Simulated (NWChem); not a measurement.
System: CHCl, singlet; SMILES [CH]Cl

Input file for NWChem:

```
start job
memory heap 200 mb stack 900 mb global 1100 mb
geometry units angstroms noautosym nocenter noautoz
  C      0.161105     1.194884     0.000000
  Cl    -0.017084    -0.510206     0.000000
  H     -0.926245     1.521210     0.000000
end
basis spherical
  C library def2-tzvpd
  Cl library def2-tzvpd
  H library def2-tzvpd
end
dft
  xc b3lyp
  iterations 150
end
cosmo
  do_cosmo_smd true
  solvent water
end
task dft energy
```

Low-valent species are run as closed-shell singlets; no triplet was tried in these runs. Structure relaxed at the PBE-D3(BJ)/def2-SVP level. B3LYP is NWChem's, with the RPA form of VWN correlation. Solvent: water.

Solvent water, SMD (1 M gas to 1 M solution), gas-phase geometry.

### Question
Give the results of this calculation. (B3LYP/def2-TZVPD, SMD on the gas-phase geometry.) Quantities: basis functions; solvation free energy (kcal/mol); cavity-dispersion-structure term (kcal/mol); dipole in solution (D).

### Answer
```yaml
number_of_basis_functions: 92
solvation free energy (kcal/mol): 0.9
cavity-dispersion-structure term (kcal/mol): 4.4
dipole in solution (D): 2.04
```
